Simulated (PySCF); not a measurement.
Work out the structure from these simulated measurements.

Formula: CH8N2OSi2.

* UV, first state: lowest singlet excitation: 4.93 eV (252 nm, f = 0.002) [TDDFT PBE0/def2-SVPD]
* 1H NMR: chemical shifts (computed TMS as zero) by class: 5.45 (1 H), 5.11 (1 H), 4.90 (2 H), 4.82 (3 H), 0.62 (1 H) ppm [GIAO PBE0/pcSseg-1]
* 13C NMR: chemical shifts (computed TMS as zero) by class: 181.6 (1 C) ppm [GIAO PBE0/pcSseg-1]
* Triplet: lowest triplet excitation (Tamm–Dancoff): 4.27 eV [TDA PBE0/def2-SVPD]
* Polarisability: 85.4 au [PBE0/def2-SVPD]
* Rotational structure: rotational constants A, B, C: 6.598, 1.003, 0.888 GHz [GFN2-xTB]
* NMR, other nuclei: isotropic shieldings of nuclei other than C and H, by class: 137 (1 N), 280 (1 N), -146 (1 O), 406 (1 Si), 409 (1 Si) ppm [GIAO PBE0/pcSseg-1]

The electronic properties come from PySCF, for the isolated species, density fitting. Levels stand in brackets. One conformer (not necessarily the lowest) at the GFN2-xTB geometry, without solvent, vibrations or thermal averaging. GFN2-xTB frequencies show an imaginary mode (38i cm⁻¹), so this geometry is no minimum at that level. NMR values are class means; diastereotopic atoms form classes of their own.

Q: Give a SMILES that accounts for the data.

A: Numbering: `[NH2:1][C:2](=[O:3])[SiH2:4][NH:5][SiH3:6]`. Its formula, CH8N2OSi2, gives 1 degree of unsaturation: 0 rings and 1 π bond in the structure found. The one carbon: carbonyl carbon [C2] (181.6 ppm). Hydrogen classes from least to most shielded: 1 H on a nitrogen bound to a carbonyl carbon, N1 (5.45 ppm), 1 H on a nitrogen bound to a carbonyl carbon, N1 (5.11 ppm), 2 H on an SiH2 silicon, Si4 (4.90 ppm), 3 H on an SiH3 silicon, Si6 (4.82 ppm), 1 H on a nitrogen bridging silicon atoms, N5 (0.62 ppm). The other shieldings belong to: 137 ppm, nitrogen bound to a carbonyl carbon [N1]; 280 ppm, nitrogen bridging silicon atoms [N5]; -146 ppm, carbonyl oxygen [O3]; 406 ppm, SiH3 silicon [Si6]; 409 ppm, SiH2 silicon [Si4]. S1 is mainly HOMO→LUMO (weight 0.97); the largest Löwdin shares of the orbital it empties are 0.58 on the carbonyl oxygen, 0.15 on the carbonyl carbon, 0.11 on the SiH2 silicon and 0.07 on the nitrogen bound to a carbonyl carbon, of the orbital it fills 0.35 on the carbonyl carbon, 0.25 on the carbonyl oxygen, 0.14 on the nitrogen bound to a carbonyl carbon and 0.14 on the SiH2 silicon. By its constants the optimised geometry is an asymmetric top. Structure: `NC(=O)[SiH2]N[SiH3]`. Computed isomers that give other values at the same levels: `N[SiH2][SiH2]NC=O` (13C chemical shifts (computed TMS as zero) by class: 167.8 (1 C) ppm); `CO[SiH]1N[SiH2]N1` (13C chemical shifts (computed TMS as zero) by class: 51.1 (1 C) ppm). The assignments are read from this structure; whether some other isomer fits the data as well wasn't checked.

Conformer computed: `[NH2:1][C:2](=[O:3])[SiH2:4][NH:5][SiH3:6]`: N1–C2–Si4–N5 180°, C2–Si4–N5–Si6 180°, H–N1–C2–O3 0°, H–N1–C2–O3 180°.
